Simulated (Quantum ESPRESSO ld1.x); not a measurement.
The numbers below are computed, except where a source is named.
A nucleus of charge 32.3 with 30 electrons, configuration [Ar] 3d10 4s2. Level of theory: scalar-relativistic Kohn-Sham, LDA (Slater exchange, VWN5 correlation), spin-polarised, spherical densities, point nucleus (ld1.x of Quantum ESPRESSO 7.5).

Radial electron density D(r) = 4 pi r^2 rho(r):

| r (bohr) | D(r) (e/bohr) |
|---|---|
| 0.001554 | 0.7603 |
| 0.002023 | 1.232 |
| 0.002634 | 1.979 |
| 0.003403 | 3.097 |
| 0.004431 | 4.841 |
| 0.00577 | 7.417 |
| 0.007513 | 11.07 |
| 0.009783 | 15.98 |
| 0.01274 | 22.08 |
| 0.01646 | 28.64 |
| 0.02143 | 34.92 |
| 0.0279 | 38.99 |
| 0.03633 | 39.36 |
| 0.04731 | 36.20 |
| 0.0616 | 32.59 |
| 0.07957 | 33.08 |
| 0.1036 | 39.30 |
| 0.1349 | 45.77 |
| 0.1757 | 43.65 |
| 0.2288 | 32.51 |
| 0.2979 | 23.86 |
| 0.3848 | 25.41 |
| 0.501 | 29.29 |
| 0.6524 | 24.92 |
| 0.8495 | 14.74 |
| 1.106 | 6.761 |
| 1.429 | 3.217 |
| 1.861 | 1.698 |
| 2.423 | 0.7401 |
| 3.155 | 0.1909 |
| 4.108 | 0.02322 |
| 5.349 | 0.001072 |

D(r) has 3 maxima, at r = 0.0325, 0.147, 0.509 bohr, and minima at 0.0689, 0.323 bohr, inside which lie 2.09, 11.00 electrons.
